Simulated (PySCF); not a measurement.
IK, charge +1, multiplicity 2. Atoms are numbered in the order given.

```xyz
2

K      0.0000     0.0000    -2.6349
I      0.0000     0.0000     0.9446
```
Charge +1, spin multiplicity 2.

Geometry: PBE0-D3(BJ)/def2-TZVPD. The multiplicity is an assumed one; other spin states were not compared. The def2 effective core potentials stand for the cores of I; spin–orbit coupling is left out.

Computed with PBE0-D3(BJ)/def2-TZVPD (PySCF).

Frequencies are harmonic and unscaled.

Computed normal modes with their intensities:
```json
[
 {"mode": "1", "ν (cm⁻¹)": "80", "IR (km/mol)": "24.5", "moving atoms (share of kinetic energy)": "K 76 %, I 24 %"}
]
```
